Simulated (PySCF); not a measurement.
**Which determinant of TeS lies lowest?**

Unrestricted PBE0; Te cc-pVTZ-PP with ECP28, S cc-pV(T+d)Z; scalar-relativistic core potentials (PySCF 2.14). Outer shells of the fragments: Te 4d10 5s2 5p4; S 3s2 3p4.

Followed along the bond (rough minima from three points):

| 2Ms+1 | unpaired | ⟨S²⟩ at the start | R at minimum (Å) | Te (eV) |
| --- | --- | --- | --- | --- |
| 3 | π ↑↑ | 2.01 | 2.23 | 0.00 |
| 1 | π ↑↓ | 1.01 | 2.23 | 0.22 |
| 1 | none | 0.00 | 2.23 | 0.94 |
| 5 | σ ↑, π ↑↑↑ | 6.01 | none in the scan | ≤ 3.38 |

Solutions found at the starting distance of 2.305 Å, counted from the lowest of them; the search is not exhaustive and high or unbound solutions are not listed, so other states can lie among these:

```tsv
2Ms+1	unpaired	term	E (eV)	⟨S²⟩	⟨Lz²⟩	μ (D)
3	π ↑↑	³Σ⁻	0.00	2.01	0.00	-1.71
1	π ↑↓	mixed	0.21	1.01	2.02	-1.67
1	none	mixed	0.93	0.00	2.01	-1.64
3	π ↑↑	mixed	2.10	2.01	2.02	-0.66
3	σ ↑, π ↑	³Π	3.39	2.27	1.06	-1.10
3	σ ↑, π ↑	³Π	3.60	2.01	1.01	-1.22
1	σ ↓, π ↑	mixed	3.64	1.01	1.01	-1.03
1	σ ↓, π ↑	mixed	3.83	1.01	1.01	-1.30
5	σ ↑, π ↑↑↑	⁵Π	4.12	6.01	1.01	-0.51
3	σ ↑, π ↑↑↓	mixed	4.69	3.02	3.04	-0.44
5	σ ↑↑, π ↑↑	⁵Σ⁻	5.22	6.01	0.00	-0.85
1	σ ↓↓, π ↑↑	mixed	6.12	2.02	0.00	-0.81
5	σ ↑↑, π ↑↑	mixed	7.40	6.01	2.02	0.91
5	π ↑↑↑↑	⁵Σ⁺	9.67	6.01	0.00	1.77
```

A term symbol is given only where ⟨S²⟩ and ⟨Lz²⟩ are close to those of a pure state; real π, δ and φ orbitals otherwise mix terms. A positive dipole means Te(−)S(+).

Spin–orbit coupling is left out. Counting both spins, an empty level lies below a filled one in some of these solutions, because spin and occupation are held.
